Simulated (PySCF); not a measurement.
Species: `C#Cc1ccc(C)s1`. The columns A, B, C and D hold Mulliken, IAO, Hirshfeld and ESP-fitted charges (e) of one PBE0/pcSseg-1 density (PySCF), in a shuffled order. Coordinates in Å (GFN2-xTB); the density's dipole moment is (-1.17, 0.09, 0.88) D.

```tsv
atom	x	y	z	A	B	C	D
C1	3.493	-0.228	-1.694	-0.234	-0.496	-0.109	-0.371
C2	2.445	-0.154	-1.110	-0.027	+0.189	-0.060	+0.568
C3	1.221	-0.069	-0.440	-0.165	-0.127	-0.031	-0.574
C4	1.007	0.016	0.908	-0.161	-0.206	-0.061	+0.023
C5	-0.360	0.086	1.242	-0.197	-0.212	-0.080	+0.017
C6	-1.188	0.054	0.161	-0.122	+0.118	-0.012	-0.521
C7	-2.674	0.107	0.139	-0.427	-0.514	-0.118	-0.097
S8	-0.287	-0.064	-1.317	+0.318	+0.048	+0.109	+0.346
H9	4.415	-0.292	-2.189	+0.204	+0.320	+0.093	+0.045
H10	1.807	0.028	1.626	+0.170	+0.194	+0.060	+0.082
H11	-0.718	0.157	2.254	+0.160	+0.177	+0.055	+0.080
H12	-3.021	0.968	-0.432	+0.160	+0.173	+0.049	+0.139
H13	-3.085	-0.790	-0.325	+0.160	+0.174	+0.049	+0.139
H14	-3.056	0.182	1.154	+0.159	+0.160	+0.055	+0.124
```

Task: Which column most likely holds the ESP-fitted charges?

Result: B. Σ q r misses the density's dipole by 0.03 D (B), 0.94 D (C), 1.62 D (A), 2.60 D (D). Charges fitted to the outside potential are the only set here that is tied to the molecule's multipoles.

Task: And the Hirshfeld charges?

Result: C. The mean sizes are 0.067 e (C), 0.190 e (A), 0.222 e (B), 0.223 e (D), and Hirshfeld charges are commonly the smallest of these schemes.

As computed, A = IAO, B = ESP-fitted, C = Hirshfeld, D = Mulliken. Hydrogens on carbon: IAO +0.16 to +0.20, ESP-fitted +0.16 to +0.32, Hirshfeld +0.05 to +0.09, Mulliken +0.05 to +0.14 e.

The Mulliken scheme gives each basis function's population to the atom it is centred on and halves the overlap population of two atoms between them. The Hirshfeld scheme divides the density at each point in proportion to the densities of the neutral, spherically averaged free atoms.

Geometry: GFN2-xTB; no solvent, vibrations or thermal averaging.
